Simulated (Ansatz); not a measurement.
Reaction (hydrogenolysis of the Si–F bond): `C[Si](F)([SiH3])[SiH3]` + H₂ → `C[SiH]([SiH3])[SiH3]` + H–F

Gas-phase electronic energies from Ansatz, PBE0-D4/def2-TZVP geometries. CCSD(T)/CBS is the MP2 limit (def2-TZVPP, def2-QZVPP) plus CCSD(T) − MP2 in def2-TZVPP, frozen cores. This one scheme is used for every species. Functionals use def2-TZVPP. B3LYP here is the variant with VWN-RPA as its local correlation; programs differ in this.

`C[Si](F)([SiH3])[SiH3]`:

```xyz
14

C    -0.131    1.930   -0.114
Si   -0.424    0.109   -0.399
F    -1.596   -0.044   -1.503
Si   -1.138   -0.950    1.573
Si    1.506   -0.937   -1.234
H     0.658    2.073    0.629
H     0.179    2.424   -1.038
H    -1.037    2.419    0.253
H    -2.365   -0.307    2.117
H    -1.414   -2.392    1.335
H    -0.055   -0.838    2.590
H     1.966   -0.291   -2.494
H     1.262   -2.380   -1.494
H     2.589   -0.816   -0.219
```

H₂:

Z-matrix (Å, degrees):
```
H
H 1 0.746
```

`C[SiH]([SiH3])[SiH3]`:

Z-matrix (Å, degrees):
```
C
Si 1 1.883
H 1 1.092 2 110.7
H 1 1.092 2 110.7 3 120.1
H 1 1.092 2 110.7 3 -120.0
Si 2 2.340 1 111.2 3 -179.6
Si 2 2.340 1 111.1 3 59.5
H 2 1.493 1 109.9 3 -60.1
H 6 1.490 2 111.4 1 58.2
H 6 1.488 2 110.6 1 178.9
H 6 1.490 2 110.0 1 -61.5
H 7 1.488 2 110.6 1 -179.4
H 7 1.490 2 110.0 1 61.0
H 7 1.490 2 111.4 1 -58.7
```

H–F:

```xyz
2

F    -0.234    0.376    0.124
H     0.234   -0.376   -0.124
```

```json
{"level": "ωB97X-V", "ΔE (kJ/mol)": "103.7"}
{"level": "B3LYP", "ΔE (kJ/mol)": "104.4"}
{"level": "SCS-MP2/def2-QZVPP", "ΔE (kJ/mol)": "102.8"}
{"level": "HF/CBS(def2)", "ΔE (kJ/mol)": "104.0"}
```

Problem. What does CCSD(T)/CBS give? (Estimate.)

Solution. Ansatz gave: +99.2 kJ/mol. The listed levels differ from it by 4.5, 5.2, 3.6, 4.8 kJ/mol.

Largest T1 diagnostic among the species: 0.013.

From PBE to PBE0 (25 % exact exchange), in def2-TZVPP and without D4, ΔE moves by −3.5 kJ/mol.
